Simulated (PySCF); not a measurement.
C₂H₉NSi₂, SMILES [SiH3]N1C[SiH2]C1. Atoms are numbered in the order given.

```xyz
14

Si     2.1259     0.0362     0.0000
N      0.3881     0.0641     0.0000
C     -0.4816    -0.1270     1.1821
Si    -1.9678     0.0694     0.0000
C     -0.4816    -0.1270    -1.1821
H      2.7328    -1.3377     0.0000
H      2.6028     0.7379    -1.2279
H      2.6028     0.7379     1.2279
H     -0.3287     0.6309     1.9694
H     -0.3984    -1.1281     1.6517
H     -2.5944     1.4221     0.0000
H     -3.0402    -0.9685     0.0000
H     -0.3287     0.6309    -1.9694
H     -0.3984    -1.1281    -1.6517
```

The structure is a stationary point at B3LYP-D3(BJ)/def2-SVP. This is a generated structure with no PubChem entry under its InChIKey; it may be hypothetical.

Two levels are set side by side: PBE/pcSseg-1 (PySCF) and B3LYP/pcSseg-1 (PySCF). GIAO shifts against NH3 (¹⁵N), TMS (²⁹Si), TMS (¹H), TMS (¹³C) at the same level; non-relativistic, no solvent, atoms listed together averaged. Differences are taken from unrounded values.

```json
[
 {"quantity": "δ(²⁹Si) of Si1 (ppm)", "B3LYP": "-53.1"},
 {"quantity": "δ(¹⁵N) of N2 (ppm)", "B3LYP": "27.8"},
 {"quantity": "δ(¹³C) of C3, C5 (ppm)", "B3LYP": "45.3"},
 {"quantity": "δ(²⁹Si) of Si4 (ppm)", "B3LYP": "-22.7"},
 {"quantity": "δ(¹H) of H6, H7, H8 (ppm)", "B3LYP": "4.70"},
 {"quantity": "δ(¹H) of H11, H12 (ppm)", "B3LYP": "5.25"}
]
```

What does PBE give, and how far is it from B3LYP? (Estimate from the structure and the level; the computed values follow.)


```json
[
 {"quantity": "δ(²⁹Si) of Si1 (ppm)", "PBE": "-52.1", "PBE minus B3LYP": "0.9"},
 {"quantity": "δ(¹⁵N) of N2 (ppm)", "PBE": "32.5", "PBE minus B3LYP": "4.7"},
 {"quantity": "δ(¹³C) of C3, C5 (ppm)", "PBE": "46.4", "PBE minus B3LYP": "1.1"},
 {"quantity": "δ(²⁹Si) of Si4 (ppm)", "PBE": "-23.4", "PBE minus B3LYP": "-0.7"},
 {"quantity": "δ(¹H) of H6, H7, H8 (ppm)", "PBE": "4.95", "PBE minus B3LYP": "0.25"},
 {"quantity": "δ(¹H) of H11, H12 (ppm)", "PBE": "5.47", "PBE minus B3LYP": "0.22"}
]
```

Rough cost on one machine, each run with all the roots and properties that it gave: B3LYP against PBE within a factor of 2.
